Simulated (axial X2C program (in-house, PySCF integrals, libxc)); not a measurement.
The numbers below are computed, except where a source is named.
**IrBr: input and output of an open-shell CI run**

Program: an in-house all-electron X2C program for linear molecules (integrals from PySCF).

Input and command:
```json
{"zs": [77, 35], "q": 0, "bas": ["dyall-v3z", "dyall-v3z"], "r0": 2.36, "metal": 0, "shells": [[2, [0, 1, 2], 8], [0, [0], 0]], "fix": 0, "emax": 3.2, "nroots": 4, "opt": {"cfac": 2}}
```
```bash
python soci.py task.json out
```

Keys: zs atomic numbers; q charge; bas basis sets; r0 starting distance in Å; metal index of the metal atom; shells open shells as [l, |m| values, electrons]; fix electron count of the first shell held; emax energy window in eV; nroots roots for each Ω; cfac factor on the speed of light (100 gives the non-relativistic limit).

Output at R = 2.569 Å:

```
average of configuration d8 s0
basis functions 223  fitting functions 1366
iter      average energy  largest gradient
   1     -19607.491784226   1.58e+01
   2     -19609.103406196   7.09e+00
   3     -19609.546661636   9.83e-01
   4     -19609.563270990   1.50e-01
   5     -19609.565098841   6.13e-02
   6     -19609.565569863   3.90e-02
   7     -19609.565718780   1.77e-02
   8     -19609.565753507   6.51e-03
   9     -19609.565760093   4.77e-03
  10     -19609.565762151   2.19e-03
  11     -19609.565762693   1.17e-03
  12     -19609.565762790   1.54e-04
  13     -19609.565762804   1.48e-04
  14     -19609.565762807   9.47e-05
  15     -19609.565762808   1.66e-05
converged
CI levels
2*Omega        energy/Eh    cm-1   g(par)  dipole/D  leading shell counts
    6    -19609.60776746        0   7.887   -7.028  {'8 0': 0.998}
    4    -19609.60713339      139   4.755   -7.029  {'8 0': 0.998}
    2    -19609.60551541      494   1.802   -7.042  {'8 0': 0.998}
    0    -19609.60428630      764   0.000   -7.062  {'8 0': 0.998}
    8    -19609.60081481     1526   9.999   -7.221  {'8 0': 0.999}
    4    -19609.59890908     1944   5.151   -6.994  {'8 0': 0.998}
    2    -19609.59835909     2065   1.441   -7.033  {'8 0': 0.998}
    0    -19609.59811399     2119   0.000   -7.001  {'8 0': 0.998}
    6    -19609.59405117     3010   6.115   -7.201  {'8 0': 0.999}
    2    -19609.59338651     3156   2.766   -7.027  {'8 0': 0.997}
    0    -19609.59262139     3324   0.000   -7.025  {'8 0': 0.997}
    4    -19609.58897337     4125   2.120   -7.207  {'8 0': 0.999}
    0    -19609.57274482     7687   0.000   -6.846  {'8 0': 0.995}
    2    -19609.56428766     9543   2.053   -6.990  {'8 0': 0.993}
    4    -19609.55741751    11051   5.597   -7.003  {'8 0': 0.989}
    0    -19609.55170552    12304   0.000   -6.975  {'8 0': 0.989}
    0    -19609.55109429    12438   0.000   -6.976  {'8 0': 0.989}
    0    -19609.54189912    14456   0.000   -7.221  {'8 0': 0.987}
    0    -19609.53251587    16516   0.000   -7.055  {'8 0': 0.994}
    6    -19609.52613653    17916   6.003   -7.174  {'8 0': 0.991}
    8    -19609.52210931    18800   8.005   -7.332  {'8 0': 0.988}
```

Dipoles in the output refer to the first atom as origin.

There is no dynamic correlation: spin–orbit spacings and, for f shells, spacings inside one term are the most reliable numbers, splittings between terms come out too wide, and energies between configurations are not reliable, so the lowest level need not be the ground state of the molecule. For d shells the ligand-field splittings (σ, π, δ) and their order can be off by a thousand cm⁻¹ or more. At most 4 roots were kept for each Ω > 0 (twice that for Ω = 0) within 3.2 eV of the lowest, so higher up levels can be missing between those listed; levels with Ω > 0 are doubly degenerate and listed once, Ω = 0 levels singly. States that fill the shells left empty in the average are placed too high.
